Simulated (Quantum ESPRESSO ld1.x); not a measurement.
The numbers below are computed, except where a source is named.
Problem. Coherent X-ray form factor from a spherical all-electron density. Code: ld1.x of Quantum ESPRESSO 7.5. Model: non-relativistic Kohn-Sham, LDA (Slater exchange, VWN5 correlation), spin-polarised, spherical densities, point nucleus.

| sin(theta)/lambda (1/angstrom) | f0 (electrons) |
|---|---|
| 0.05 | 47.506 |
| 0.1 | 46.109 |
| 0.15 | 44.029 |
| 0.2 | 41.539 |
| 0.25 | 38.883 |
| 0.3 | 36.238 |
| 0.4 | 31.354 |
| 0.5 | 27.257 |
| 0.6 | 24.000 |
| 0.8 | 19.581 |
| 1 | 16.786 |
| 1.25 | 14.003 |
| 1.5 | 11.477 |
| 2 | 7.697 |

The species is in the configuration that NIST lists as its ground one. Which atom or ion scatters so?

Solution. The tellurium ion Te4+, [Kr] 4d10 5s2. Extrapolating in s^2 from the first two rows gives f0(0) = 48.0, near the electron count 48; among species with that count, the fall with angle is slower the higher Z, and the table is that of Z = 52; from so few rows the species is fixed only to a neighbour or two.
